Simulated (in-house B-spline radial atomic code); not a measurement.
**How G0W0 and RPA depend on the start: Au⁻**

Configuration [Xe] 4f14 5d10 6s2. Computed with an all-electron radial atomic-structure program (B-spline basis): all electrons, scalar-relativistic (spin-free one-electron X2C), finite nucleus, each spin shell either full or empty, empty states to l = 9 with an (l + 1/2)⁻⁴ tail; G0W0 by contour deformation at full frequency.

The anion's configuration is assumed.

Without the two-electron picture change, the correlation of inner shells comes somewhat too large for so heavy an element.

```json
{"start": "Hartree-Fock", "mean-field 6s (eV)": "-1.154", "G0W0 (eV)": "-2.111", "QP weight": "0.880", "RPA correlation (Eh)": "-6.6946"}
{"start": "LC-wPBE", "mean-field 6s (eV)": "-1.928", "G0W0 (eV)": "?", "QP weight": "?", "RPA correlation (Eh)": "?"}
{"start": "wB97X", "mean-field 6s (eV)": "-1.912", "G0W0 (eV)": "?", "QP weight": "?", "RPA correlation (Eh)": "?"}
{"start": "BHandHLYP", "mean-field 6s (eV)": "-0.610", "G0W0 (eV)": "-2.119", "QP weight": "0.762", "RPA correlation (Eh)": "-6.9423"}
{"start": "CAM-B3LYP", "mean-field 6s (eV)": "-1.127", "G0W0 (eV)": "-2.360", "QP weight": "0.858", "RPA correlation (Eh)": "-7.0401"}
```

What G0W0 level, weight and RPA correlation energy follow from the wB97X start?

G0W0 level -2.468 eV, weight 0.914, RPA correlation -7.0062 hartree.

What G0W0 level, weight and RPA correlation energy follow from the LC-wPBE start?

G0W0 level -2.387 eV, weight 0.913, RPA correlation -7.0378 hartree.

How much of the dependence on the start does G0W0 remove?

The mean-field levels span 1.32 eV and the G0W0 levels 0.358 eV. Against 2.309 eV (electron affinity of the neutral atom) the G0W0 removal energies are off by -0.20 to +0.16 eV, with spin-orbit coupling, Breit and QED terms left out.
